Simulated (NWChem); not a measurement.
System: PbIF, singlet; SMILES [F][Pb][I]

Excerpt of the output:

```
             Northwest Computational Chemistry Package (NWChem) 7.3.0
             --------------------------------------------------------

 CS  symmetry detected

                             Geometry "geometry" -> ""
                             -------------------------

 Output coordinates in angstroms (scale by  1.889725989 to convert to a.u.)

  No.       Tag          Charge          X              Y              Z
 ---- ---------------- ---------- -------------- -------------- --------------
    1 Pb                  82.0000     0.21430312     1.00493414     0.00000000
    2 F                    9.0000    -1.77266203     1.53431538     0.00000000
    3 I                   53.0000    -0.03054524    -1.81534788     0.00000000

 Effective nuclear repulsion energy (a.u.)    1069.1731428125

      Symmetry information
      --------------------

 Group name             Cs
 Group number              2
 Group order               2
 No. of unique centers     3

 Summary of "ao basis" -> "ao basis" (spherical)
 ------------------------------------------------------------------------------
       Tag                 Description            Shells   Functions and Types
 ---------------- ------------------------------  ------  ---------------------
 Pb                         def2-svp                10       26   4s4p2d
 F                          def2-svp                 6       14   3s2p1d
 I                          def2-svp                10       26   4s4p2d

      Symmetry analysis of basis
      --------------------------

        a'         46
        a"         20

            General Information
            -------------------
          SCF calculation type: DFT
          Wavefunction type:  closed shell.
          No. of atoms     :     3
          No. of electrons :    56
           Alpha electrons :    28
            Beta electrons :    28
          Charge           :     0
          Spin multiplicity:     1
          Use of symmetry is: on ; symmetry adaption is: on
          Maximum number of iterations: 150
          AO basis - number of functions:    66
                     number of shells:    26
          Convergence on energy requested:  1.00D-06
          Convergence on density requested:  1.00D-05
          Convergence on gradient requested:  5.00D-04

              XC Information
              --------------
          PerdewBurkeErnzerhof Exchange Functional  1.000
            Perdew 1991 LDA Correlation Functional  1.000 local
           PerdewBurkeErnz. Correlation Functional  1.000 non-local

             Grid Information
             ----------------
          Grid used for XC integration:  medium
          Radial quadrature: Mura-Knowles
          Angular quadrature: Lebedev.
          Tag              B.-S. Rad. Rad. Pts. Rad. Cut. Ang. Pts.
          ---              ---------- --------- --------- ---------
          Pb                  1.80      123          10.0       590
          F                   0.50       49          10.0       434
          I                   1.40      123          10.0       590
          Grid pruning is: on
          Number of quadrature shells:   295
          Spatial weights used:  Erf1

      Superposition of Atomic Density Guess
      -------------------------------------

 Sum of atomic energies:        -665.77972451

      Non-variational initial energy
      ------------------------------

 Total energy =    -587.629588
 1-e energy   =   -1362.543536
 2-e energy   =     589.612622
 HOMO         =      -0.317720
 LUMO         =      -0.048977

      Symmetry analysis of molecular orbitals - initial
      -------------------------------------------------

  Numbering of irreducible representations:

     1 a'          2 a"

  Orbital symmetries:

     1 a'          2 a'          3 a'          4 a'          5 a'
     6 a"          7 a'          8 a'          9 a"         10 a'
    11 a'         12 a"         13 a'         14 a"         15 a'
    16 a'         17 a'         18 a'         19 a"         20 a"
    21 a'         22 a'         23 a'         24 a"         25 a'
    26 a"         27 a'         28 a'         29 a"         30 a'
    31 a'         32 a'         33 a'         34 a"         35 a'
    36 a"         37 a'         38 a'

   convergence    iter        energy       DeltaE   RMS-Dens  Diis-err
 ---------------- ----- ----------------- --------- --------- ---------
 d= 0,ls=0.0,diis     1   -590.2150359650 -7.76D+02  6.21D-02  8.66D-01
 d= 0,ls=0.0,diis     2   -584.5354675678  5.68D+00  5.33D-02  4.12D+01
 d= 0,ls=0.0,diis     3   -590.0512399538 -5.52D+00  2.64D-02  1.31D+00
 d= 0,ls=0.0,diis     4   -590.2988201155 -2.48D-01  9.21D-03  3.18D-01
 d= 0,ls=0.0,diis     5   -590.3509466057 -5.21D-02  1.45D-03  1.11D-02
  Resetting Diis
 d= 0,ls=0.0,diis     6   -590.3522257260 -1.28D-03  6.64D-04  6.48D-04
 d= 0,ls=0.0,diis     7   -590.3523981607 -1.72D-04  3.24D-04  5.02D-05
 d= 0,ls=0.0,diis     8   -590.3523724756  2.57D-05  2.27D-04  2.29D-04
 d= 0,ls=0.0,diis     9   -590.3524044533 -3.20D-05  5.08D-05  2.71D-05
 d= 0,ls=0.0,diis    10   -590.3524071365 -2.68D-06  1.70D-05  6.95D-07
 d= 0,ls=0.0,diis    11   -590.3524072911 -1.55D-07  2.08D-06  1.48D-08

         Total DFT energy =     -590.352407291114
      One electron energy =    -1364.268290260314
           Coulomb energy =      637.319378301797
    Exchange-Corr. energy =      -48.704822491796
 Nuclear repulsion energy =      185.301327159199

 Numeric. integr. density =       56.000010024707

                  Occupations of the irreducible representations
                  ----------------------------------------------

                     irrep           alpha         beta
                     --------     --------     --------
                     a'               20.0         20.0
                     a"                8.0          8.0

[...]
```

Level: PBE/def2-SVP with def2 effective core potentials on I, Pb, vertical spin-unrestricted ions. Low-valent species are run as closed-shell singlets; no triplet was tried in these runs. Geometry: optimised at PBE0/def2-SVP. Not confirmed as a minimum by frequencies. def2 effective core potentials on I, Pb; no spin-orbit coupling.

### Question
Reconstruct the input file.

### Answer
One answer among several that fit: the input that was run:
```
start job
memory heap 200 mb stack 900 mb global 1100 mb
geometry units angstroms noautoz
  Pb     0.213069     1.017163     0.000000
  F     -1.771315     1.556139     0.000000
  I     -0.045404    -1.801903     0.000000
end
basis spherical
  * library def2-svp
end
ecp
  I library def2-ecp
  Pb library def2-ecp
end
dft
  xc xpbe96 cpbe96
  iterations 150
  vectors input atomic output neutral.movecs
end
task dft energy
charge 1
dft
  odft
  mult 2
  vectors input atomic output cation.movecs
end
task dft energy
```
